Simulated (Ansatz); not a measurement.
Molecule: sum formula SiN₂H₅, charge 0, multiplicity 2. It need not be the lowest isomer of its formula. 
Structure (B3LYP-D3(BJ)/def2-TZVP (Ansatz, a program for electronic structure) minimum search):
SMILES: [NH][SiH2]N
```xyz
8

N      1.3167    -0.8871    -0.0377
Si     0.1441     0.4163    -0.0034
N     -1.4914    -0.0802     0.0412
H      2.2860    -0.5573    -0.0641
H      0.4035     1.2169     1.2205
H      0.3354     1.2205    -1.2374
H     -1.9326    -0.4678    -0.7781
H     -1.8866    -0.4701     0.8825
```
Charge 0, spin multiplicity 2.

Basis-set convergence of Hartree-Fock and CCSD correlation energies (hartree) with Ansatz. Correlated levels leave the core frozen unless marked. Open shells are spin-unrestricted. No spin-orbit coupling. Non-relativistic.

```tsv
basis	functions	E(HF)	E(corr, CCSD)
def2-SVP	71	-400.56137	-0.44569
def2-TZVPP	174	-400.81013	-0.54967
def2-QZVPP	334	-400.82528	-0.58214
```

Extrapolating the two largest sets (X = 3 and 4) as X^-3: E(corr) = (64·(-0.58214) - 27·(-0.54967))/37 = -0.6058 Eh, an estimate of the basis-set limit. The largest set recovers 96.1 % of it, the smallest 73.6 %.
